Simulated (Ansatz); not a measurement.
Molecule: C$_{3}$H$_{9}$Ge, charge 0, multiplicity 2. It need not be the lowest isomer of its formula. 
Coordinates optimised at B3LYP-D3(BJ)/def2-TZVP (Ansatz, an electronic-structure program):
SMILES: [GeH]([CH2])([CH3])[CH3]
```xyz
13

C      1.7644    -0.2080    -0.6727
Ge     0.0895     0.0467     0.2605
C     -0.8971     1.5801    -0.4958
C     -1.0092    -1.5772     0.0980
H      2.6758     0.3051    -0.3893
H      1.8469    -0.8550    -1.5389
H      0.3921     0.3411     1.7489
H     -1.1232     1.3961    -1.5462
H     -1.8329     1.7247     0.0452
H     -0.3041     2.4911    -0.4211
H     -0.5003    -2.4327     0.5409
H     -1.9662    -1.4408     0.6020
H     -1.2001    -1.7924    -0.9542
```
Charge 0, spin multiplicity 2.

Total electronic energies in hartree. Cores are frozen in the correlated levels unless marked. Open shells are spin-unrestricted. No spin-orbit coupling. Frozen are the shells of the preceding noble gas and the d and f shells that filled before the atom's block. No relativistic terms. CBS marks a two-point X^-3 extrapolation of the correlation energy; Hartree-Fock from the larger set. The bracket is a focal-point correction in the basis named.

```tsv
level	program	energy (Eh)
BLYP-D4/def2-TZVPD	Ansatz + dftd4	[?]
r2SCAN-D3(BJ)/def2-TZVPD	Ansatz + dftd3	-2196.64988
PBE0-D3(BJ)/def2-TZVP	Ansatz + dftd3	-2196.32402
r2SCANh/def2-TZVPD	Ansatz	-2196.63642
r2SCAN0-D4/def2-TZVPD	Ansatz + dftd4	-2196.62412
r2SCAN0/def2-TZVPD	Ansatz	-2196.62151
CAM-B3LYP/def2-TZVPD	Ansatz	[?]
RPA@PBE/cc-pVQZ	Ansatz	-2195.40978
MP2/cc-pVTZ	Ansatz	-2194.88515
SCS-MP2/cc-pVTZ	Ansatz	-2194.89857
CCSD/cc-pVQZ	Ansatz	-2194.98620
CCSD(T)/aug-cc-pVDZ	Ansatz	-2194.77016
CCSD(T)/cc-pVTZ	Ansatz	-2194.96799
RI-MP2/CBS(aug-cc-pVTZ,aug-cc-pVQZ)+[CCSD(T)-MP2]/aug-cc-pVTZ	Ansatz	-2195.0492
CCSD(T)/CBS(cc-pVTZ,cc-pVQZ)	Ansatz	-2195.0389
```

What belongs in the gaps?


- BLYP-D4/def2-TZVPD, energy (Eh): -2196.72251
- CAM-B3LYP/def2-TZVPD, energy (Eh): -2196.77644
